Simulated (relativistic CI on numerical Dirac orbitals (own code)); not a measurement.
Calculated at this level of theory: Dirac-Coulomb-Breit CI, orbitals from a KLI potential per configuration, a model potential for QED, unscaled Slater integrals (own radial code, finite nucleus).

The strongest absorption lines from the ground level of an ion, among the configurations computed and to levels below about 260 eV (vacuum wavelength in Å, gf): 47.665 (0.18), 96.671 (0.0091), 104.72 (0.0033), 116.52 (1.3), 118.53 (0.52), 138.45 (0.21), 150.47 (0.057), 183.84 (0.36).

Which ion is it?
A. Sb19+
B. I21+
C. I23+
D. I19+

B. I21+ has 32 electrons and the ground level 4s²4p² ³P0; the strongest line goes to 4s²4p4d ³D°1. The pattern of lines fixes the number of electrons, and along that sequence the line energies rise steadily with the charge (about as its square where n changes within one kind of shell, about linearly where n is kept but much faster in heavy ions where fine structure, which grows about as Z⁴, sets the gap, and irregularly where shells cross), which fixes Z. Configurations outside the model, such as inner-shell arrays, can give stronger lines. At this charge energies of transitions that change n are usually good to better than 1 %, and those within a shell (Δn = 0) to a few per cent.

LS names give the leading component of a level, which can be under half, so a name can repeat, a term be missing and a line seem to break the LS rules.
